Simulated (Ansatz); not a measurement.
Other settings, tried on Zr(OH)2Cl2 (ZrCl2O2H2).

```yaml
crystal:
  periodic: [false, false, false]
  atoms:
    - {symbol: Zr, position_ang: [-0.337154, -0.002520, -0.241998]}
    - {symbol: O, position_ang: [-0.362390, 0.171126, 1.651485]}
    - {symbol: H, position_ang: [-0.269928, 0.252568, 2.603328]}
    - {symbol: O, position_ang: [1.450332, -0.162912, -0.870679]}
    - {symbol: H, position_ang: [2.382491, -0.236698, -1.087064]}
    - {symbol: Cl, position_ang: [-1.320110, 1.928343, -1.203366]}
    - {symbol: Cl, position_ang: [-1.543233, -1.949896, -0.851715]}
basis:
  gaussian: {orbitals: def2-SVPD, final_grid: {core_spheres: 20, valence_spheres: 16, degree: 47}}
hamiltonian: {xc: {name: revPBE}}
scf: {omitted_lower_state_checks: [starts]}
output: {forces: true}
```

```sh
$ ansatz run in.yaml --threads 4 --pin off --events-out ev --progress --plain --max-ram 3916MiB
```

Shortened log:

```
Functional definition: revPBE
1328 factors; their error is unknown
mean field evaluation 1: about -30430.7990 eV, gradient 9.0e1 eV
mean field evaluation 2: about -30201.3303 eV, gradient 3.0e2 eV
mean field evaluation 4: about -30443.4722 eV, gradient 2.6e1 eV
mean field evaluation 8: about -30445.4096 eV, gradient 1.5e-1 eV
mean field evaluation 16: about -30445.3698 eV, gradient 8.1e-4 eV
mean field -30445.36978144 eV, -1118.8467028552 hartree, gradient 3.1e-5 eV, S^2 0.000000; 0 other end points of the search recorded, 0 dependent functions left out
reference -30445.36984768 eV, -1118.8467052894 hartree; 32, 32 occupied and 118, 118 virtual orbitals, 1328 factors
Total energy: -30445.36984768 eV, -1118.8467052894 hartree
Atom 0 at    -0.337154    -0.002520    -0.241998 Å, force    -0.229344    -0.001764    -0.164565 eV/Å
Atom 1 at    -0.362390     0.171126     1.651485 Å, force    -0.040362     0.028326     0.290560 eV/Å
Atom 2 at    -0.269928     0.252568     2.603328 Å, force     0.034836     0.022847     0.273679 eV/Å
Atom 3 at     1.450332    -0.162912    -0.870679 Å, force     0.262643    -0.026614    -0.131056 eV/Å
Atom 4 at     2.382491    -0.236698    -1.087064 Å, force     0.270656    -0.020551    -0.054414 eV/Å
Atom 5 at    -1.320110     1.928343    -1.203366 Å, force    -0.133444     0.268603    -0.131893 eV/Å
Atom 6 at    -1.543233    -1.949896    -0.851715 Å, force    -0.164984    -0.270846    -0.082311 eV/Å
Dipole moment:     0.654248     0.004917     0.469583 e Å
Checks for a lower state left out: starts
```

Run time 3.2 s (4 threads of Arm Neoverse V2 on a shared host).

In the def2 sets Zr takes a core potential; there is no spin–orbit coupling.
